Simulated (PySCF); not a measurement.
# Correlation energy of Sn³⁷⁺ (tin, charge +37)

[Ne] 3s2 3p1, 2P determinant. Computed with PySCF 2.14 in an uncontracted even-tempered set (16 s from 5.9 bohr⁻², ratio 2.5; 10 p from 7.7 bohr⁻², ratio 2.5; 4 d from 32 bohr⁻², ratio 2.7; 4 f from 48 bohr⁻², ratio 2.7), with the non-relativistic Hamiltonian (point nucleus). Frozen: 1s2; 11 electrons correlated; the 17 highest virtual orbitals of each spin left out.

| level | correlation energy (mhartree) |
| --- | --- |
| CCSD | -513.97 |
| (T) | -1.86 |
| CCSD(T) | -515.83 |

Diagnostics: T1 = 0.0012, D1 = 0.0051, largest double amplitude 0.085.

Q: Is a single reference adequate?

A: Mostly. T1 lies below 0.03, but a double amplitude of this size points to a near-degeneracy that CCSD handles and MP2 describes poorly.

At this charge a non-relativistic calculation is a model, useful for the Z dependence of the correlation energy.
